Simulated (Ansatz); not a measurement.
```yaml
crystal:
  periodic: [false, false, false]
  atoms:
    - {symbol: C, position_ang: [0.644405, -4.309008, 1.400767]}
    - {symbol: C, position_ang: [-2.002845, -1.171511, 1.768156]}
    - {symbol: O, position_ang: [-4.766889, -1.303012, 3.559743]}
    - {symbol: Ga, position_ang: [-0.726086, 3.540368, -0.994985]}
    - {symbol: O, position_ang: [3.307821, 3.647767, -3.777231]}
    - {symbol: Br, position_ang: [-4.206464, 8.778044, -0.766578]}
    - {symbol: H, position_ang: [0.979525, -4.998091, -1.509665]}
    - {symbol: H, position_ang: [-0.313092, -6.694490, 2.947899]}
    - {symbol: H, position_ang: [3.358132, -3.441210, 2.372880]}
    - {symbol: H, position_ang: [3.725491, 5.951116, -5.000986]}
basis:
  gaussian: {orbitals: def2-mTZVP}
hamiltonian: {xc: {name: B3LYP}}
```

```sh
$ ansatz run in.yaml --threads 4 --pin off --events-out ev --progress --plain --max-ram 10444MiB
```

Output, abridged:

```
Functional definition: B3LYP
1562 factors; integrals over basis functions are off by at most 6.2e-4 eV
mean field evaluation 1: about -128537.3029 eV, gradient 1.4e2 eV
mean field evaluation 2: about -127272.3316 eV, gradient 3.1e2 eV
mean field evaluation 4: about -127997.6974 eV, gradient 2.7e2 eV
mean field evaluation 8: about -128613.8537 eV, gradient 1.4e1 eV
mean field evaluation 16: about -128616.3534 eV, gradient 8.2e0 eV
mean field evaluation 32: about -128616.8022 eV, gradient 7.4e-3 eV
mean field evaluation 64: about -128616.8141 eV, gradient 4.8e-6 eV
mean field -128616.81405352 eV, -4726.5807368590 hartree, gradient 4.8e-6 eV, S^2 0.000000; 10 other end points of the search recorded, 0 dependent functions left out
reference -128616.81469942 eV, -4726.5807605954 hartree; 49, 49 occupied and 121, 121 virtual orbitals, 1562 factors
Total energy: -128616.81469942 eV, -4726.5807605954 hartree
```

(1) What is wrong with this run?

Results:

(1) The geometry is stretched to more than twice its size. The run converged. The result belongs to that input, not to the molecule as meant.

B3LYP here is the variant with VWN-RPA as its local correlation; programs differ in this.
